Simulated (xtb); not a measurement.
Cl$_{3}$Lu, charge +1, doublet, from a rough starting geometry (GFN-xTB shapes and energies of metal compounds can be far from the true ones) (the multiplicity is a formal guess); GFN2-xTB run with xtb.

xtb was given this input:
```
$ xtb mol.xyz --gfn 2 --chrg 1 --uhf 1 --opt vtight --json

# file mol.xyz
4

Lu    -0.00093020     0.01657082     0.03922263
Cl     2.18366490    -0.39103399    -0.60494844
Cl    -0.79312723    -1.01372976     1.96170980
Cl    -1.41213685     1.25321149    -1.33945119
```

It wrote (shortened):

```
   ID    Z sym.   atoms
    1   71 Lu     1
    2   17 Cl     2-4

           -------------------------------------------------
          |                Calculation Setup                |
           -------------------------------------------------

           -------------------------------------------------
          |                 G F N 2 - x T B                 |
           -------------------------------------------------

          ...................................................
          :                      SETUP                      :
          :.................................................:
          :  # basis functions                  40          :
          :  # atomic orbitals                  36          :
          :  # shells                           12          :
          :  # electrons                        23          :
          :  max. iterations                   250          :
          :  Hamiltonian                  GFN2-xTB          :
          :  restarted?                      false          :
          :  GBSA solvation                  false          :
          :  PC potential                    false          :
          :  electronic temp.          300.0000000     K    :
          :  accuracy                    1.0000000          :
          :  -> integral cutoff          0.2500000E+02      :
          :  -> integral neglect         0.1000000E-07      :
          :  -> SCF convergence          0.1000000E-05 Eh   :
          :  -> wf. convergence          0.1000000E-03 e    :
          :  Broyden damping             0.4000000          :
          :  net charge                          1          :
          :  unpaired electrons                  1          :
          ...................................................

 iter      E             dE          RMSdq      gap      omega  full diag
   1      6.0301371  0.603014E+01  0.639E+01    0.78       0.0  T
   2    -12.2599999 -0.182901E+02  0.301E+01   15.89       1.0  T
   3    -12.8998192 -0.639819E+00  0.252E+01   12.59       1.0  T
   4    -13.2268908 -0.327072E+00  0.242E+01    9.78       1.0  T
   5    -13.2750490 -0.481582E-01  0.236E+01    9.63       1.0  T
   6    -13.3195349 -0.444859E-01  0.233E+01    9.77       1.0  T
   7    -13.3270188 -0.748386E-02  0.232E+01    9.76       1.0  T
   8    -13.3439050 -0.168862E-01  0.231E+01    9.76       1.0  T
   9    -13.3447829 -0.877917E-03  0.229E+01    9.78       1.0  T
  10    -13.3336825  0.111004E-01  0.232E+01    9.92       1.0  T
  11    -13.3762519 -0.425694E-01  0.224E+01    9.44       1.0  T
  12    -13.8963847 -0.520133E+00  0.178E+01    5.09       1.0  T
  13    -13.9024637 -0.607897E-02  0.188E+01    4.56       1.0  T
  14    -13.8872822  0.151815E-01  0.188E+01    4.67       1.0  T
  15    -13.9085311 -0.212489E-01  0.187E+01    4.49       1.0  T
  16    -13.9080849  0.446155E-03  0.198E+01    4.44       1.0  T
  17    -13.8889910  0.190939E-01  0.197E+01    4.60       1.0  T
  18    -14.1195032 -0.230512E+00  0.903E+00    2.87       1.0  T
  19    -14.1758922 -0.563890E-01  0.735E+00    2.05       1.0  T
  20    -14.1120707  0.638214E-01  0.806E+00    1.27       1.0  T
  21    -12.1976101  0.191446E+01  0.205E+01    0.12       1.0  T
  22    -13.3896276 -0.119202E+01  0.140E+01    0.38       1.0  T
  23    -13.6679681 -0.278341E+00  0.124E+01    0.54       1.0  T
  24    -13.8929140 -0.224946E+00  0.109E+01    0.76       1.0  T
  25    -13.5483345  0.344579E+00  0.137E+01    0.54       1.0  T
  26    -13.7528360 -0.204501E+00  0.124E+01    0.69       1.0  T
  27    -13.7188511  0.339849E-01  0.124E+01    0.67       1.0  T
  28    -14.1257352 -0.406884E+00  0.753E+00    1.35       1.0  T
  29    -14.2034943 -0.777591E-01  0.576E+00    1.90       1.0  T
  30    -14.2054402 -0.194590E-02  0.589E+00    1.89       1.0  T
  31    -14.2039418  0.149834E-02  0.641E+00    1.74       1.0  T
  32    -14.2152071 -0.112653E-01  0.612E+00    1.85       1.0  T
  33    -14.2312374 -0.160302E-01  0.503E+00    2.11       1.0  T
  34    -14.2178602  0.133772E-01  0.525E+00    1.93       1.0  T
  35    -14.2314320 -0.135718E-01  0.453E+00    2.07       1.0  T
  36    -14.2396083 -0.817628E-02  0.419E+00    2.25       1.0  T
  37    -14.2396007  0.763779E-05  0.406E+00    2.25       1.0  T
  38    -14.2426623 -0.306164E-02  0.391E+00    2.34       1.0  T
  39    -14.2434822 -0.819939E-03  0.383E+00    2.35       1.0  T
  40    -14.2430203  0.461934E-03  0.381E+00    2.35       1.0  T
  41    -14.2430732 -0.528900E-04  0.381E+00    2.36       1.0  T
  42    -14.2435885 -0.515281E-03  0.378E+00    2.36       1.0  T
  43    -14.2442302 -0.641717E-03  0.342E+00    2.44       1.0  T
  44    -14.2352856  0.894459E-02  0.363E+00    2.26       1.0  T
  45    -14.2345615  0.724067E-03  0.366E+00    2.24       1.0  T
  46    -14.2339926  0.568922E-03  0.369E+00    2.23       1.0  T
  47    -14.2330861  0.906558E-03  0.374E+00    2.21       1.0  T
  48    -14.2336043 -0.518285E-03  0.372E+00    2.22       1.0  T
  49    -14.2358016 -0.219730E-02  0.353E+00    2.25       1.0  T
  50    -14.2385519 -0.275022E-02  0.328E+00    2.27       1.0  T
  51    -14.2446128 -0.606089E-02  0.295E+00    2.32       1.0  T
  52    -14.2454027 -0.789920E-03  0.292E+00    2.33       1.0  T
  53    -14.2511118 -0.570913E-02  0.263E+00    2.37       1.0  T
  54    -14.2551111 -0.399933E-02  0.244E+00    2.40       1.0  T
  55    -14.2558046 -0.693465E-03  0.238E+00    2.42       1.0  T
  56    -14.2665956 -0.107910E-01  0.192E+00    2.48       1.0  T
  57    -14.2694905 -0.289486E-02  0.161E+00    2.52       1.0  T
  58    -14.2706260 -0.113552E-02  0.153E+00    2.54       1.0  T
  59    -14.2706201  0.592179E-05  0.153E+00    2.54       1.0  T
  60    -14.2703097  0.310411E-03  0.157E+00    2.54       1.0  T
  61    -14.2702961  0.136067E-04  0.156E+00    2.54       1.0  T
  62    -14.2698514  0.444692E-03  0.162E+00    2.53       1.0  T
[...]
 * total energy  :   -14.2639450 Eh     change       -0.9637218E-03 Eh
 * total energy  :   -14.2661132 Eh     change       -0.2168181E-02 Eh
 * total energy  :   -14.2727874 Eh     change       -0.6674208E-02 Eh
 * total energy  :   -14.2751039 Eh     change       -0.2316532E-02 Eh
 * total energy  :   -14.2749439 Eh     change        0.1600621E-03 Eh
 * total energy  :   -14.2753810 Eh     change       -0.4370824E-03 Eh
 * total energy  :   -14.2753828 Eh     change       -0.1813227E-05 Eh
 * total energy  :   -14.2753837 Eh     change       -0.9630006E-06 Eh
 * total energy  :   -14.2753845 Eh     change       -0.7564750E-06 Eh
 * total energy  :   -14.2753850 Eh     change       -0.5517624E-06 Eh
 * total energy  :   -14.2753855 Eh     change       -0.4049664E-06 Eh
 * total energy  :   -14.2753856 Eh     change       -0.1248859E-06 Eh
 * total energy  :   -14.2753856 Eh     change       -0.1946638E-07 Eh
   *** GEOMETRY OPTIMIZATION CONVERGED AFTER 16 ITERATIONS ***
[...]
          :  Broyden damping             0.4000000          :
          :  net charge                          1          :
          :  unpaired electrons                  1          :
          ...................................................

 iter      E             dE          RMSdq      gap      omega  full diag
   1    -14.2860986 -0.142861E+02  0.190E-04    3.07       0.0  T
   2    -14.2860986  0.175153E-08  0.798E-04    3.07      62.6  T
   3    -14.2860986 -0.177774E-08  0.156E-04    3.07     321.3  T

   *** convergence criteria satisfied after 3 iterations ***

         :::::::::::::::::::::::::::::::::::::::::::::::::::::
         ::                     SUMMARY                     ::
         :::::::::::::::::::::::::::::::::::::::::::::::::::::
         :: total energy             -14.275385595766 Eh    ::
         :: gradient norm              0.000006341966 Eh/a0 ::
         :: HOMO-LUMO gap              3.069120007697 eV    ::
         ::.................................................::
         :: SCC energy               -14.286097564614 Eh    ::
         :: -> isotropic ES            0.126147620808 Eh    ::
         :: -> anisotropic ES         -0.002160013187 Eh    ::
         :: -> anisotropic XC         -0.002089638592 Eh    ::
         :: -> dispersion             -0.003511115191 Eh    ::
         :: repulsion energy           0.010711968848 Eh    ::
         :: add. restraining           0.000000000000 Eh    ::
         :: total charge               1.000000000661 e     ::
         :::::::::::::::::::::::::::::::::::::::::::::::::::::

           -------------------------------------------------
          |                Property Printout                |
           -------------------------------------------------

    * Orbital Energies and Occupations

         #    Occupation            Energy/Eh            Energy/eV
      -------------------------------------------------------------
         1        2.0000           -1.2893825             -35.0859
         2        2.0000           -1.2892873             -35.0833
         3        2.0000           -1.2876891             -35.0398
         4        2.0000           -0.7322515             -19.9256
         5        2.0000           -0.6640511             -18.0697
         6        2.0000           -0.6592887             -17.9402
         7        2.0000           -0.6592876             -17.9401
         8        1.9934           -0.6416494             -17.4602
         9        1.9933           -0.6416378             -17.4599
        10        1.8066           -0.6382449             -17.3675
        11        1.8042           -0.6382303             -17.3671
        12        1.4025           -0.6365130             -17.3204 (HOMO)
        13                         -0.5237249             -14.2513 (LUMO)
        14                         -0.5180018             -14.0955
        15                         -0.5179935             -14.0953
        16                         -0.5074948             -13.8096
        17                         -0.5074834             -13.8093
        18                         -0.5061762             -13.7738
        19                         -0.1911678              -5.2019
        20                         -0.1911558              -5.2016
        21                         -0.1910797              -5.1995
        22                         -0.1910575              -5.1989
        23                         -0.1889540              -5.1417
       ...                                ...                  ...
        36                          0.4125427              11.2259
      -------------------------------------------------------------
                  HL-Gap            0.1127881 Eh            3.0691 eV
             Fermi-level           -0.6085036 Eh          -16.5582 eV

     #   Z          covCN         q      C6AA      α(0)
     1  71 Lu       2.182     0.774   235.117    32.643
     2  17 Cl       0.729     0.075    96.703    15.041
     3  17 Cl       0.729     0.075    96.698    15.041
     4  17 Cl       0.729     0.075    96.705    15.042

 Mol. C6AA /au·bohr⁶  :       1973.115984
 Mol. C8AA /au·bohr⁸  :     155676.575029
 Mol. α(0) /au        :         77.767209

Wiberg/Mayer (AO) data.
largest (>0.10) Wiberg bond orders for each atom

 ---------------------------------------------------------------------------
     #   Z sym  total        # sym  WBO       # sym  WBO       # sym  WBO
 ---------------------------------------------------------------------------
     1  71 Lu   3.062 --     4 Cl   1.021     2 Cl   1.021     3 Cl   1.020
     2  17 Cl   1.389 --     1 Lu   1.021     3 Cl   0.184     4 Cl   0.184
     3  17 Cl   1.389 --     1 Lu   1.020     2 Cl   0.184     4 Cl   0.184
     4  17 Cl   1.389 --     1 Lu   1.021     3 Cl   0.184     2 Cl   0.184
 ---------------------------------------------------------------------------

Topologies differ in total number of bonds
Writing topology from bond orders to xtbtopo.mol

molecular dipole:
                 x           y           z       tot (Debye)
 q only:        0.331       0.980       0.677
   full:        0.443       1.321       0.888       4.200
molecular quadrupole (traceless):
                xx          xy          yy          xz          yz          zz
 q only:       -0.383       0.306       0.404       0.224       0.649      -0.021
  q+dip:       -1.076       0.882       1.263       0.593       1.767      -0.187
   full:       -1.066       0.875       1.239       0.579       1.743      -0.173

optimized geometry written to: xtbopt.xyz

           -------------------------------------------------
          | TOTAL ENERGY              -14.275385595766 Eh   |
          | GRADIENT NORM               0.000006341966 Eh/α |
          | HOMO-LUMO GAP               3.069120007697 eV   |
           -------------------------------------------------

normal termination of xtb
```
